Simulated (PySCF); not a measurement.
SMILES BCC=C (GFN2-xTB optimised geometry):

```
11

B      1.429    -0.888     0.000
C     -0.143    -0.888     0.000
C     -0.796     0.456     0.000
C     -1.597     0.899     0.951
H      1.996    -1.883     0.237
H      2.033     0.077    -0.264
H     -0.425    -1.410    -0.925
H     -0.549    -1.496     0.812
H     -0.556     1.089    -0.845
H     -2.033     1.883     0.923
H     -1.851     0.292     1.806
```

Computed with PBE0/def2-TZVP (PySCF).

Task: What are the frontier orbital energies and the dipole moment?

Result: HOMO-2 -9.75 eV, HOMO-1 -9.18 eV, HOMO -7.24 eV, LUMO -1.41 eV, LUMO+1 0.50 eV; dipole moment 0.50 D.

Meta-Löwdin charges at PBE0/def2-TZVP: B1 0.04, C2 -0.32, C3 -0.09, C4 -0.29, H5 0.01, H6 0.01, H7 0.15, H8 0.13, H9 0.11, H10 0.12, H11 0.11.
